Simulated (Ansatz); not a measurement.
C3H6BBr. Charge 0, multiplicity 1. The bonds changed during the relaxation, so this is another structure than the one it started from. The structure was optimised at the PBE0-D4/def2-TZVP level. It is one conformer, not always the lowest.

```xyz
11

B    -0.069    0.823   -0.509
C     1.211   -0.021    0.368
C     0.067   -0.797    0.119
C    -1.192   -0.224    0.365
Br    0.187   -2.192   -1.156
H    -0.063    0.781   -1.699
H    -0.156    1.852    0.085
H     1.292    0.492    1.318
H     2.141   -0.313   -0.100
H    -1.360    0.268    1.314
H    -2.058   -0.667   -0.106
```

(1) What is the dipole moment at PBE/def2-TZVPP? (Estimate.)

(2) And with r2SCAN, B3LYP, ωB97M-V? (Estimate.)

(3) Give the Mulliken charges with PBE, ωB97M-V, B3LYP in def2-TZVPP. (Estimate.)

Results:

(1) Computed: 1.58 D, with components (0.03, -0.44, 1.52) D in this frame, pointing from negative to positive charge.

(2) Ansatz gave: r2SCAN 1.64 D, B3LYP 1.61 D, ωB97M-V 1.66 D.

(3) The calculation gave: 
```tsv
atom	PBE	ωB97M-V	B3LYP
B1	-0.18	-0.30	-0.13
C2	-0.16	-0.20	-0.22
C3	0.07	0.00	0.08
C4	-0.16	-0.20	-0.22
Br5	-0.03	0.01	-0.03
H6	0.02	0.09	0.03
H7	0.03	0.11	0.04
H8	0.11	0.12	0.11
H9	0.10	0.12	0.11
H10	0.11	0.12	0.11
H11	0.10	0.12	0.11
```

B3LYP here is the variant with VWN-RPA as its local correlation; programs differ in this.
